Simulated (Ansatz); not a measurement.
The cluster Pd₄H₇, relaxed as a doublet with UKS PBE0-D4/def2-SVP in Ansatz, starting from the GFN2-xTB geometry. Force threshold 0.02 eV/Å.

In the def2 sets Pd takes a core potential; there is no spin–orbit coupling. In the doublet, H6 and H10 lie 0.85 Å apart, H5 and H9 lie 0.88 Å apart (atoms count from 1), so H2 has formed as a molecule. The relaxation made no stability test and no search for a lower SCF solution. No other spin state of charge 0 was run. The structure comes from a short search, and lower isomers may exist.

Start:

```csv
atom,x (Å),y (Å),z (Å)
Pd1,0.033,-0.162,2.466
Pd2,0.089,-1.555,0.113
Pd3,-0.196,-0.350,-2.365
Pd4,0.080,1.093,-0.081
H5,-0.409,0.541,-3.589
H6,-0.197,-1.119,3.636
H7,0.249,1.316,1.475
H8,-0.011,-1.938,-1.449
H9,-0.090,1.081,-1.805
H10,0.378,-1.499,1.807
H11,0.074,2.592,-0.207
```

```tsv
step	energy (eV)	largest force component (eV/Å)	SCF passes
1	-14030.7397	1.212	36
2	-14031.2542	0.480	42
3	-14031.3958	0.266	40
4	-14031.5289	0.443	41
5 (rejected)	-14031.4770	1.982	51
6	-14031.6432	0.297	41
7	-14031.7102	0.396	42
8	-14031.7349	0.553	44
9	-14031.8403	0.297	42
10	-14031.9247	0.316	42
11	-14031.9909	0.261	39
14	-14032.0198	0.063	38
17	-14032.0430	0.142	40
20	-14032.1005	0.317	41
23 (rejected)	-14032.1467	0.601	40
26	-14032.2275	0.537	40
29	-14032.3261	0.196	39
32	-14032.3725	0.320	40
35	-14032.4869	0.483	38
38	-14032.5613	0.081	37
41	-14032.5702	0.165	35
44	-14032.5778	0.074	37
46	-14032.5784	0.010	38
```

Force components are those of the run's own axes.

End:

Cartesian coordinates in Å:
```
Pd 0.345 0.270 2.277
Pd 0.104 -1.421 0.065
Pd -0.259 -0.234 -2.413
Pd 0.409 1.167 -0.279
H -0.712 1.148 -3.239
H -0.303 -0.703 3.546
H 0.921 1.563 1.255
H -0.263 -1.748 -1.536
H 0.129 1.019 -3.449
H 0.156 -1.241 3.073
H -0.527 0.179 0.701
```

Bonds lost: Pd2–H10, Pd4–H9 (atoms count from 1). Bonds formed: Pd1–H11, Pd2–H11 (atoms count from 1).

No frequencies were taken in this run, so the end may be a saddle point.

Hardware: 4 threads of Arm Neoverse V1 on a shared host. Wall time 6 min, peak host memory 0.69 GiB.
